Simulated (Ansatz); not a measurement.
Consider the ligand exchange at a B–N bond: `BN=C=N` + `C=N` → `BN=C` + `N=C=N`.

Calculated with Ansatz (gas phase, PBE0-D4/def2-TZVP geometries, no zero-point term in ΔE). CCSD(T)/CBS adds triple-zeta CCSD(T) − MP2 to the extrapolated MP2 energy (def2 sets, frozen cores). This one scheme is used for every species. DFT in def2-TZVPP. B3LYP here is the variant with VWN-RPA as its local correlation; programs differ in this. HSE06 is defined as in plane-wave codes. Each species was taken in one conformer, which may not be the lowest.

```tsv
level	ΔE (kJ/mol)	difference from CCSD(T)/CBS
LDA (SPW92)	-27.1	-24.5
PBE-D4	-17.1	-14.5
revPBE-D4	-14.5	-11.9
BLYP-D4	-13.0	-10.4
B97M-V	-8.3	-5.7
PBE0-D4	-9.6	-7.0
B3LYP-D4	-7.9	-5.3
r2SCANh-D4	-11.1	-8.5
r2SCAN0-D4	-7.7	-5.1
HSE06-D4	-9.7	-7.1
BHLYP-D4	0.2	2.8
CAM-B3LYP-D4	-7.0	-4.4
ωB97X-V	-4.1	-1.5
ωB97M-V	-6.5	-3.9
B2PLYP	-4.3	-1.7
revPBE	-14.0	-11.4
BLYP	-12.8	-10.2
r2SCAN	-13.5	-10.9
PBE0	-9.6	-7.0
B3LYP	-7.7	-5.1
r2SCANh	-11.1	-8.5
r2SCAN0	-7.8	-5.2
HSE06	-9.7	-7.1
BHLYP	0.2	2.8
CAM-B3LYP	-7.0	-4.4
LC-ωPBE	-7.7	-5.1
RPA@PBE/def2-TZVPP	1.8	4.4
HF/def2-SVP	15.8	18.4
MP2/def2-SVP	1.5	4.1
CCSD/def2-SVP	1.2	3.8
CCSD(T)/def2-SVP	-0.8	1.8
MP2/def2-TZVPP	0.4	3.0
SCS-MP2/def2-TZVPP	2.6	5.2
CCSD/def2-TZVPP	0.3	2.9
CCSD(T)/def2-TZVPP	-1.9	0.7
HF/def2-QZVPP	14.1	16.7
SCS-MP2/def2-QZVPP	2.3	4.9
HF/CBS(def2)	14.1	16.7
MP2/CBS(def2)	-0.3	2.3
CCSD/CBS(def2)	-0.4	2.2
CCSD(T)/CBS	-2.6	0
```

Largest T1 diagnostic among the species: 0.017.

From PBE to PBE0 (25 % exact exchange), in def2-TZVPP and without D4, ΔE moves by +7.5 kJ/mol. Leaving LDA and LC-ωPBE aside and taking each functional with its dispersion term where it has one, the values spread over 17.3 kJ/mol, from PBE-D4 to BHLYP-D4. LDA lies −10.0 kJ/mol from PBE without D4.
